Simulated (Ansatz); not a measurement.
Calculated with Ansatz (gas phase, PBE0-D4/def2-TZVP geometries, no zero-point term in ΔE). CCSD(T)/CBS adds triple-zeta CCSD(T) − MP2 to the extrapolated MP2 energy (def2 sets, frozen cores). This one scheme is used for every species. DFT in def2-TZVPP. B3LYP here is the variant with VWN-RPA as its local correlation; programs differ in this. One conformer a species, not always the lowest.

Consider the formal exchange of groups at the Si–F bond: `O[SiH2]F` + `CN[SiH2][AlH2]` → `O[SiH2]N[SiH2][AlH2]` + `CF`.

| level | ΔE (kJ/mol) | difference from CCSD(T)/CBS |
| --- | --- | --- |
| PBE0-D4 | 82.2 | -5.0 |
| B3LYP-D4 | 81.8 | -5.4 |
| ωB97X-V | 83.0 | -4.2 |
| ωB97M-V | 83.6 | -3.6 |
| B2PLYP | 86.9 | -0.3 |
| PBE | 83.6 | -3.6 |
| r2SCAN | 85.7 | -1.5 |
| PBE0 | 84.5 | -2.7 |
| SCS-MP2/def2-TZVPP | 87.8 | 0.6 |
| CCSD/def2-TZVPP | 86.2 | -1.0 |
| HF/def2-QZVPP | 86.4 | -0.8 |
| MP2/def2-QZVPP | 91.4 | 4.2 |
| SCS-MP2/def2-QZVPP | 89.4 | 2.2 |
| HF/CBS(def2) | 86.6 | -0.6 |
| MP2/CBS(def2) | 91.7 | 4.5 |
| CCSD/CBS(def2) | 87.9 | 0.7 |
| CCSD(T)/CBS | 87.2 | 0 |

Largest T1 diagnostic among the species: 0.012.

The D4 term adds −3.8 kJ/mol with B3LYP and −2.3 kJ/mol with PBE0; it sums over pairs of atoms, weighted by their polarisabilities, and B3LYP, whose exchange is more repulsive, gets the larger term.
